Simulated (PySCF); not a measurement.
Compound: SiF5 (charge -1).
Bonds: F1–Si2, Si2–F3, Si2–F4, Si2–F5, Si2–F6.

The calculation used PBE0-D3(BJ)/def2-SVP geometry optimisation, gas phase in PySCF 2.14.0.

**Question.** How far are the bound atoms from Si2?

**Answer.** 5 atoms: F6 1.649 Å, F5 1.650 Å, F3 1.650 Å, F1 1.675 Å, F4 1.676 Å.

**Question.** List the angles at Si2.

**Answer.** 
```tsv
angle	degrees	distance of the outer atoms (Å)
F1–Si2–F4	179.7	3.35
F3–Si2–F5	120.5	2.87
F3–Si2–F6	119.8	2.85
F5–Si2–F6	119.7	2.85
F4–Si2–F6	90.2	2.36
F1–Si2–F6	90.1	2.35
F4–Si2–F5	89.9	2.35
F1–Si2–F5	89.9	2.35
F1–Si2–F3	89.9	2.35
F3–Si2–F4	89.9	2.35
```

**Question.** What is the shape at Si2?

**Answer.** Trigonal bipyramidal: τ5 = (β − α)/60° = 0.99 from the two widest angles, 179.7° and 120.5° (0 for a square pyramid, 1 for a trigonal bipyramid). The Si–F distances aren't all alike: 1.649 to 1.676 Å.

**Question.** What are the rotational constants (commonest isotopes, rigid rotor)?

**Answer.** A = 3257, B = 2749, C = 2737 MHz: a prolate symmetric top.

Point group: D3h (tolerance 0.08 Å). Charge -1, singlet. The geometry's basis has no diffuse functions, a weakness for an anion. PBE0-D3(BJ)/def2-SVP frequencies: not computed here.
